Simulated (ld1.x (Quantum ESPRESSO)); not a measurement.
## PBE TM dataset for Ga (Z = 31), scalar-relativistic all-electron reference.

ld1.x (Quantum ESPRESSO) 7.5 was run on this input:

```
&input
   title='Ga', zed=31., rel=1, dft='PBE', iswitch=3,
   config='[Ar] 3d10 4s1 4p0',
   nld=3, rlderiv=2.15, eminld=-11.0, emaxld=5.0, deld=0.04
 /
 &inputp
   pseudotype=2, tm=.true., lloc=0,
   nlcc=.true., rcore=0.75,
   file_pseudopw='Ga.UPF', file_wfcaegen='ae.wfc', file_wfcncgen='nc.wfc', file_beta='beta', file_chi='chi'
 /
3
3P  2  1   6.00   0.00  0.95  0.95  0.0
3D  3  2  10.00   0.00  0.75  0.75  0.0
4S  1  0   1.00   0.00  1.95  1.95  0.0
 &test
   configts(1)='3p6 3d10 4s1 4p0'
 /
```

Command:

```bash
ld1.x < Ga.in > Ga.out
```

Output (shortened: banner, matrices, multipoles, cross overlaps and the repeated all-electron block are left out):

```
[... start of the log left out ...]
     s(1S/1S) =  1.000000  <r> =   0.0486  <r2> =    0.0032  r(max) =   0.0319
     s(2S/2S) =  1.000000  <r> =   0.2178  <r2> =    0.0560  r(max) =   0.1833
     s(2P/2P) =  1.000000  <r> =   0.1907  <r2> =    0.0446  r(max) =   0.1464
     s(3S/3S) =  1.000000  <r> =   0.6519  <r2> =    0.4908  r(max) =   0.5647
     s(3P/3P) =  1.000000  <r> =   0.6791  <r2> =    0.5439  r(max) =   0.5647
     s(3D/3D) =  1.000000  <r> =   0.7980  <r2> =    0.8242  r(max) =   0.5305
     s(4S/4S) =  1.000000  <r> =   2.0767  <r2> =    4.9124  r(max) =   1.7834
     s(4P/4P) =  1.000000  <r> =   2.5182  <r2> =    7.2622  r(max) =   2.1244

     ------------------------ End of All-electron run ------------------------

     --------------------- Generating NC pseudopotential ---------------------

      Generating local pot.: lloc=0, matching radius rcloc =   1.9500

      Computing core charge for nlcc:

       r > 0.75 : true rho core
       r < 0.75 : rho core = a sin(br)/r    a=   6.05  b=   3.34

      Integrated core pseudo-charge :   2.02

      Wfc   3P  rcut= 0.943  Using Troullier-Martins method

      Wfc   3D  rcut= 0.753  Using Troullier-Martins method

     ------------------- End of pseudopotential generation -------------------

     Computing logarithmic derivative in   2.13781

 %%%%%%%%%%%%%%%%%%%%%%%%%%%%%%%%%%%%%%%%%%%%%%%%%%%%%%%%%%%%%%%%%%%%%%%%%%%%%%
     Error in routine run_pseudo (1):
     Errors in PS-KS equation
 %%%%%%%%%%%%%%%%%%%%%%%%%%%%%%%%%%%%%%%%%%%%%%%%%%%%%%%%%%%%%%%%%%%%%%%%%%%%%%

     stopping ...
```

The run stopped because the pseudo-atom solver did not find the valence states with the expected number of nodes, which is the usual sign of a ghost state.

The run took about 0.44 s on one core of a shared server CPU.
